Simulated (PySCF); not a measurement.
CH$_{4}$AlBO, C$_{2}$H$_{7}$AlB (calculated)

Computed with PySCF 2.14.0. Calculation on a computer-drawn molecule: the log of a Hartree-Fock and frozen-core CCSD(T) single point meant for a local Hartree-Fock minimum, with one planted fault or none, to be diagnosed. Offsets are logged minus clean, where the clean run is the same molecule without the fault. The reference is restricted for singlets and unrestricted otherwise, and also for a bond in bohr or an excited solution. Adding or removing an electron swaps singlet and doublet. The excited solution moves the top pair (singlet) or top alpha electron (doublet) to the lowest empty orbital. Highest occupied and lowest empty are orbital energies over both spins, largest force is the largest gradient component, triples share is (T) over the correlation energy, the T1 limit is 0.02 restricted and 0.045 unrestricted, electrons count all cores, a negative frequency is imaginary (commonest isotopes), and the dipole is about the centre of nuclear charge.

Common to all runs: meant charge 0; meant basis cc-pV(D+d)Z; logged electrons 36; logged SCF converged yes; logged CC converged yes; logged SCF stable within its kind yes; possible faults no fault, one electron removed, one electron added, multiplicity raised by two, geometry at a saddle point, SCF held on an excited solution, minimal basis STO-3G, one bond length entered in bohr, all coordinates scaled.

Notes on all entries: T1 above single-reference limit.

(1) CH$_{4}$AlBO

Logged structure:
```xyz
8
CH4AlBO
B     -3.1637     0.2925     1.5094
O     -2.3548     0.5788     0.4790
C     -2.5746     1.6514    -0.4729
Al    -0.6194     2.2119    -0.4961
H     -4.1663     0.9337     1.6996
H     -2.8432    -0.6131     2.2302
H     -3.3270     2.3446    -0.0820
H     -3.3377     0.8101    -2.2022
```

* meant multiplicity: 1
* logged basis functions: 85
* logged spin squared: 0.9031
* logged highest occupied: -8.3551 eV
* logged lowest empty: 1.007 eV
* logged largest force: 0.019379 hartree/bohr
* logged T1 diagnostic: 0.063501
* logged D1 diagnostic: 0.23671
* logged triples share: 0.036973
* logged dipole magnitude: 1.3147 debye
* logged energy HF: -381.54072 hartree
* logged energy CCSD(T): -382.05117 hartree
* planted fault: one bond length entered in bohr, row 7 of the drawn bonds
* HF energy offset from clean run: 71.73 kcal/mol
* CCSD(T) energy offset from clean run: 75.21 kcal/mol

Drawn bonds:
```
atom  other atom  order
   1           2      1
   2           3      1
   3           4      1
   1           5      1
   1           6      1
   3           7      1
   3           8      1
```

(2) C$_{2}$H$_{7}$AlB

Logged structure:
```xyz
11
C2H7AlB
B      0.2425    -1.7512     1.5928
C     -1.1992    -1.5777     1.0997
C     -1.8531    -0.2931     0.7915
Al    -2.5691     0.0598     2.6294
H      0.6791    -2.8486     1.8120
H      0.9467    -0.7892     1.7564
H     -1.8325    -2.4570     0.9924
H     -2.6616    -0.3678     0.0618
H     -1.1503     0.4973     0.5223
H     -1.7405     0.9604     3.6243
H     -3.9173    -0.6344     3.0702
```

* meant multiplicity: 2
* logged basis functions: 100
* logged spin squared: 0
* logged highest occupied: -16.364 eV
* logged lowest empty: -6.5326 eV
* logged largest force: 0.08532 hartree/bohr
* logged T1 diagnostic: 0.022484
* logged D1 diagnostic: 0.093593
* logged triples share: 0.032181
* logged dipole magnitude: 2.4528 debye
* logged energy HF: -346.08129 hartree
* logged energy CCSD(T): -346.55989 hartree
* planted fault: one electron removed
* HF energy offset from clean run: 175.5 kcal/mol
* CCSD(T) energy offset from clean run: 182.5 kcal/mol

Drawn bonds:
```
atom  other atom  order
   1           2      1
   2           3      1
   3           4      1
   1           5      1
   1           6      1
   2           7      1
   3           8      1
   3           9      1
   4          10      1
   4          11      1
```
